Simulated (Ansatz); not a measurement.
A structure relaxed at PBE0-D4/def2-TZVP, charge 0, multiplicity 2:

```xyz
8

Si   -1.168   -0.656    0.043
O     0.180    0.013   -0.629
Si    1.720    0.451   -0.354
Cl    1.906    1.210    1.555
H    -1.794    0.311    0.976
H    -2.101   -0.977   -1.062
H    -0.804   -1.895    0.777
H     2.062    1.544   -1.308
```

Give its formula and SMILES.

ClH4OSi2, `[SiH3]O[SiH]Cl`.

Summarise the bond lengths by kind.

2 × O–Si 1.625 to 1.648 Å; 4 × H–Si 1.482 to 1.491 Å; 1 × Cl–Si 2.063 Å.

Computed with Ansatz.
